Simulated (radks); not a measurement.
The numbers below are computed, except where a source is named.
These are the eigenvalues of the occupied orbitals of an atom or ion with whole-number occupations (Ry). Level of theory: scalar-relativistic Kohn-Sham, PBEsol, spin-unpolarised, spherical densities, finite nucleus; Fermi nuclear charge, rms radius of each element as measured or else 0.836 A^(1/3) + 0.57 fm (a radial shooting solver on a logarithmic mesh with Libxc functionals).

| orbital | eigenvalue |
|---|---|
| 1s | -1951.098 |
| 2s | -291.9463 |
| 2p | -262.2913 |
| 3s | -56.54766 |
| 3p | -46.81961 |
| 3d | -31.58115 |
| 4s | -10.38579 |
| 4p | -7.51046 |
| 4d | -3.36673 |

Which element is it, and in what charge state? The configuration may be excited.

Answer. Z = 48, cadmium, charge +3: Cd3+ in [Kr] 4d9. The list shows which subshells hold electrons but not how many an open one holds; the 1s level, -975.55 hartree, gives Z - s = 44.2 by -(Z - s)^2/2, which with screening and relativity narrows Z to a few neighbours, and the depths of the outer levels then fix element, charge and occupations together.
